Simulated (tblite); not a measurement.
Species: C6H9FO.
Numbering: `[O:1]=[C:2]([F:3])[CH:4]1[CH2:5][CH2:6][CH2:7][CH2:8]1` (hydrogens: H9 on C4; H10, H11 on C5; H12, H13 on C6; H14, H15 on C7; H16, H17 on C8)

Computed with GFN2-xTB (tblite), gas phase: Langevin dynamics at 300 K from the optimised GFN2-xTB geometry, time step 0.5 fs, friction 0.01 fs⁻¹, 2000 steps.

Start geometry:
```
atom  x, y, z in Å
O1      1.901    1.511   -1.166
C2      1.907    0.602   -0.415
F3      3.024   -0.192   -0.353
C4      0.861    0.095    0.521
C5      0.261   -1.209   -0.061
C6     -1.021   -0.748   -0.746
C7     -1.563    0.298    0.222
C8     -0.316    1.081    0.644
H9      1.349   -0.107    1.477
H10     0.023   -1.893    0.754
H11     0.949   -1.713   -0.739
H12    -0.788   -0.284   -1.706
H13    -1.716   -1.569   -0.914
H14    -2.315    0.941   -0.231
H15    -2.010   -0.197    1.086
H16    -0.404    1.478    1.654
H17    -0.150    1.917   -0.037
```

The statistics below take the 31 frames saved every 25 fs from 250 to 1000 fs; their kinetic temperature (all 3N coordinates) averages 289 K.

Task: How do the bond lengths spread?

Result: 
| bond | start (Å) | mean (Å) | standard deviation (Å) | shortest (Å) | longest (Å) |
| --- | --- | --- | --- | --- | --- |
| O1=C2 | 1.179 | 1.180 | 0.018 | 1.147 | 1.212 |
| C2–F3 | 1.371 | 1.380 | 0.028 | 1.327 | 1.461 |
| C2–C4 | 1.493 | 1.498 | 0.023 | 1.441 | 1.533 |
| C4–C5 | 1.549 | 1.556 | 0.038 | 1.488 | 1.647 |
| C5–C6 | 1.525 | 1.530 | 0.035 | 1.448 | 1.604 |
| C6–C7 | 1.525 | 1.526 | 0.017 | 1.489 | 1.561 |
| C7–C8 | 1.532 | 1.537 | 0.038 | 1.475 | 1.630 |
| C4–C8 | 1.540 | 1.538 | 0.028 | 1.487 | 1.583 |
| C4–H9 | 1.093 | 1.098 | 0.030 | 1.033 | 1.164 |
| C5–H10 | 1.090 | 1.097 | 0.037 | 1.028 | 1.177 |
| C5–H11 | 1.089 | 1.088 | 0.019 | 1.053 | 1.127 |
| C6–H12 | 1.091 | 1.094 | 0.027 | 1.041 | 1.166 |
| C6–H13 | 1.088 | 1.094 | 0.031 | 1.022 | 1.159 |
| C7–H14 | 1.088 | 1.092 | 0.027 | 1.043 | 1.136 |
| C7–H15 | 1.091 | 1.096 | 0.042 | 1.022 | 1.190 |
| C8–H16 | 1.088 | 1.094 | 0.017 | 1.057 | 1.128 |
| C8–H17 | 1.091 | 1.097 | 0.047 | 1.019 | 1.183 |

Task: How far does each atom move about its mean position (frames aligned on the start, all atoms weighted alike), and what rms force does it feel?

Result: 
```
atom  rms displacement (Å)  rms force (eV/Å)
  O1                  0.34              1.70
  C2                  0.15              1.96
  F3                  0.22              0.85
  C4                  0.06              1.68
  C5                  0.11              1.94
  C6                  0.09              1.64
  C7                  0.06              2.06
  C8                  0.11              2.14
  H9                  0.19              1.10
 H10                  0.25              1.21
 H11                  0.26              0.74
 H12                  0.26              0.96
 H13                  0.22              1.10
 H14                  0.16              0.95
 H15                  0.17              1.30
 H16                  0.21              0.70
 H17                  0.22              1.51
```

The displacements run from 0.06 to 0.34 Å, the largest at O1.

Task: Follow the torsion O1–C2–C4–C5 through every second one of these frames.

Result: 
```tsv
t (fs)	O1–C2–C4–C5 (°)
250	119
300	124
350	124
400	120
450	108
500	93
550	81
600	100
650	96
700	102
750	107
800	100
850	99
900	106
950	111
1000	112
```

Largest departure from the start value over all these frames: O1–C2–C4–C5 25° (start 106°).

Task: How widely does the potential energy scatter, against a harmonic estimate?

Result: Mean 0.58 eV above the start, standard deviation 0.097 eV, range 0.38 to 0.81 eV. For 45 classical harmonic modes at 300 K the canonical values are 45kT/2 = 0.58 eV and kT·√(45/2) = 0.123 eV.

The run is classical and short, so these are rough statistics of one trajectory.

What follows is the cost of the whole dynamics run. Hardware: Arm Neoverse V1, one thread, shared host with 64 logical CPUs at a one-minute load of 43. Cost: 11 s of wall time, 0.18 GiB resident at most.
